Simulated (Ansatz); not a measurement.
BrClH3NSi (`N[SiH](Cl)Br`). The species carries charge 0 and has multiplicity 1.

| atom | x (Å) | y (Å) | z (Å) |
| --- | --- | --- | --- |
| N1 | 0.094 | -0.734 | 0.851 |
| Si2 | -0.265 | 0.366 | -0.385 |
| Cl3 | -0.160 | 2.242 | 0.411 |
| Br4 | 1.122 | 0.313 | -2.126 |
| H5 | 0.869 | -0.564 | 1.472 |
| H6 | -0.051 | -1.720 | 0.699 |
| H7 | -1.609 | 0.098 | -0.923 |

Question: List the harmonic frequencies (cm⁻¹, unscaled) at PBE0-D4/def2-TZVP in Ansatz. (An estimate is asked.)

Answer: Ansatz gave: 117, 178, 218, 284, 392, 437, 555, 723, 815, 897, 910, 1575, 2288, 3597, 3694.

Question: Is this a minimum?

Answer: Yes, all 15 modes are real.

Question: Give the ideal-gas thermochemistry at 298.15 K and 1 bar (rigid rotor, harmonic oscillator; point group C1, symmetry number 1).

Answer: Zero-point energy 99.8 kJ/mol; H(298) − E = 118.5 kJ/mol; entropy 340.7 J/(mol·K), of which translation 172.2, rotation 117.9, vibration 50.6; G(298) − E = 16.9 kJ/mol.

Question: And at 400, 500, 600, 800 and 1000 K?

Answer: 
```json
{"T (K)": "400", "H − E (kJ/mol)": "128.3", "S (J/mol/K)": "369.2", "G − E (kJ/mol)": "-19.3"}
{"T (K)": "500", "H − E (kJ/mol)": "139.0", "S (J/mol/K)": "392.9", "G − E (kJ/mol)": "-57.5"}
{"T (K)": "600", "H − E (kJ/mol)": "150.4", "S (J/mol/K)": "413.6", "G − E (kJ/mol)": "-97.8"}
{"T (K)": "800", "H − E (kJ/mol)": "174.6", "S (J/mol/K)": "448.4", "G − E (kJ/mol)": "-184.1"}
{"T (K)": "1000", "H − E (kJ/mol)": "200.3", "S (J/mol/K)": "477.0", "G − E (kJ/mol)": "-276.7"}
```
